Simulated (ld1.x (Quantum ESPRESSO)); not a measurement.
**Which change was made? (Sn, PAW)**

| Quantity | Value |
| --- | --- |
| Element | Sn (Z = 50) |
| Generator | ld1.x (Quantum ESPRESSO) 7.5 |
| Type | PAW |
| Functional | PBE |
| Relativity | scalar-relativistic |
| Frozen core | [Kr] |
| Valence charge | 14 |
| Reference configuration | 4d10 5s2 5p0 (charge +2) |
| Partial waves | 5s (bound): rcut 1.65, rcutus 2.00 bohr; 5s channel at -0.65 Ry: rcut 1.65, rcutus 2.00 bohr; 5p (bound, empty): rcut 1.70, rcutus 2.35 bohr; 5p channel at -1 Ry: rcut 1.70, rcutus 2.35 bohr; 4d (bound): rcut 1.15, rcutus 1.35 bohr; 4d channel at -2 Ry: rcut 1.15, rcutus 1.35 bohr |
| Local potential | all-electron potential smoothed inside 1.80 bohr (lloc = -1) |
| Core correction | Bessel-smoothed model core inside 0.80 bohr |
| Augmentation charge | BESSEL, radius 0.85 bohr |

Cutoffs, loose and tight: the cutoffs (Ry, on a coarse ladder) from which the occupation-weighted sum of valence levels, in a spherical-Bessel basis at the reference potential, stays within 10 and 1 mRy of its value at 400 Ry. They do not see the model core or the augmentation charge, which bear on the density cutoff. Test errors are all-electron minus pseudo excitation energies from the reference, over the configurations 4d10 5s2 5p2; 4d10 5s2 5p1; 4d10 5s1 5p0; 4d10 5s2 5p2.3; 4d10 5s0 5p0; 4d10 5s0 5p4; 4d10 5s1 5p2; variants that change the core or the reference have their own tests.

The base gives: outcome: generated; cutoff, loose: 90 Ry; cutoff, tight: 140 Ry; bound ghosts: none; largest test error (meV): -26.

After one change the result is: outcome: generated; cutoff, loose: 90 Ry; cutoff, tight: 140 Ry; bound ghosts: s; largest test error (meV): +225. Which change was it?
A. waves 5s (bound): rcut 1.65, rcutus 2.08 bohr; 5s channel at -0.65 Ry: rcut 1.65, rcutus 2.08 bohr
B. waves 5s (bound): rcut 1.65, rcutus 2.54 bohr; 5s channel at -0.65 Ry: rcut 1.65, rcutus 2.54 bohr
C. waves 5s (bound): rcut 1.50, rcutus 1.60 bohr; 5s channel at -0.65 Ry: rcut 1.50, rcutus 1.60 bohr
D. waves 5s (bound): rcut 1.30, rcutus 1.38 bohr; 5s channel at -0.65 Ry: rcut 1.30, rcutus 1.38 bohr

B. The others give: waves 5s (bound): rcut 1.65, rcutus 2.08 bohr; 5s channel at -0.65 Ry: rcut 1.65, rcutus 2.08 bohr → outcome: generated; cutoff, loose: 90 Ry; cutoff, tight: 140 Ry; bound ghosts: none; largest test error (meV): -17 | waves 5s (bound): rcut 1.30, rcutus 1.38 bohr; 5s channel at -0.65 Ry: rcut 1.30, rcutus 1.38 bohr → outcome: failed: run_pseudo: Errors in PS-KS equation | waves 5s (bound): rcut 1.50, rcutus 1.60 bohr; 5s channel at -0.65 Ry: rcut 1.50, rcutus 1.60 bohr → outcome: failed: new_paw_hamiltonian: negative rho.
